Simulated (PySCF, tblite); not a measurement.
C5H10AlNS.
Atom-mapped SMILES: `[CH:1]#[C:2][Al:3]([S:4][CH3:5])[N:6]([CH3:7])[CH3:8]` (hydrogens: H9 on C1; H10, H11, H12 on C5; H13, H14, H15 on C7; H16, H17, H18 on C8)

Jobs on this species (18 atoms, 76 electrons) with PySCF (density fitting) and tblite. Hardware of each: Intel Xeon 6975P-C, one thread, shared host. Times come from a shared host and carry two figures at best.

Question: Rank these jobs by wall time, shortest first.
A. GFN2-xTB; Hessian by finite differences
B. GFN2-xTB; L-BFGS relaxation
C. PBE0/pcSseg-1; shieldings, charges and field gradients, density and orbital grids written; 200 basis functions

Answer: A (1.1 s), B (2.3 s), C (36 s).

All jobs:

```json
{"level and settings": "GFN2-xTB", "work": "Hessian by finite differences", "basis functions": "–", "SCF cycles": "–", "wall time": "1.1 s"}
{"level and settings": "GFN2-xTB", "work": "L-BFGS relaxation", "basis functions": "–", "SCF cycles": "–", "wall time": "2.3 s"}
{"level and settings": "PBE0/pcSseg-1", "work": "shieldings, charges and field gradients, density and orbital grids written", "basis functions": "200", "SCF cycles": "14", "wall time": "36 s"}
```

What do all jobs in the table cost together?

About 39 s; the longest takes about 91 % of that, and about 33 times as long as the shortest.
